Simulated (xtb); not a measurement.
xtb input (GFN1-xTB):

```bash
xtb mol.xyz --gfn 1 --opt tight --chrg 0 --uhf 0
```
mol.xyz:
```
7

Si    -1.07247936     0.08671498     0.21192337
P      1.12328073    -0.06802843    -0.33237524
H     -1.81711390    -0.89255904    -0.61340246
H     -1.53175281     1.45323290    -0.12913028
H     -1.35648375    -0.17410058     1.64265359
H      1.31288995    -1.29737137     0.35134168
H      1.55796051     0.71721488     0.76723878
```

End of the output:

```
Topologies differ in total number of bonds
Writing topology from bond orders to xtbtopo.mol

 dipole moment from electron density (au)
     X       Y       Z
   0.3988  -0.1253   0.3720  total (Debye):    1.422

           -------------------------------------------------
          |                Geometry Summary                 |
           -------------------------------------------------

      molecular mass/u    :       64.0989645
   center of mass at/Å    :        0.0524522      -0.0010448      -0.0258469
  moments of inertia/u·Å² :        0.9164493E+01   0.8758505E+02   0.8801173E+02
rotational constants/cm⁻¹ :        0.1839451E+01   0.1924716E+00   0.1915385E+00

 * 6 selected distances

     #   Z          #   Z                                           value/Å
     1  14 Si       2  15 P                                       2.1997361 (max)
     1  14 Si       3   1 H                                       1.4579875
     1  14 Si       4   1 H                                       1.4579875
     1  14 Si       5   1 H                                       1.4588868
     2  15 P        6   1 H                                       1.3967985
     2  15 P        7   1 H                                       1.3967985 (min)

 * 3 distinct bonds (by element types)

   Z      Z             #   av. dist./Å        max./Å        min./Å
   1 H   14 Si          3     1.4582873     1.4588868     1.4579875
   1 H   15 P           2     1.3967985     1.3967985     1.3967985
  14 Si  15 P           1     2.1997361     2.1997361     2.1997361

optimized geometry written to: xtbopt.xyz

           -------------------------------------------------
          | TOTAL ENERGY               -7.192757004804 Eh   |
          | GRADIENT NORM               0.000059047843 Eh/α |
          | HOMO-LUMO GAP               5.540918610123 eV   |
           -------------------------------------------------

------------------------------------------------------------------------
------------------------------------------------------------------------
 total:
 SCF:
 ANC optimizer:
```
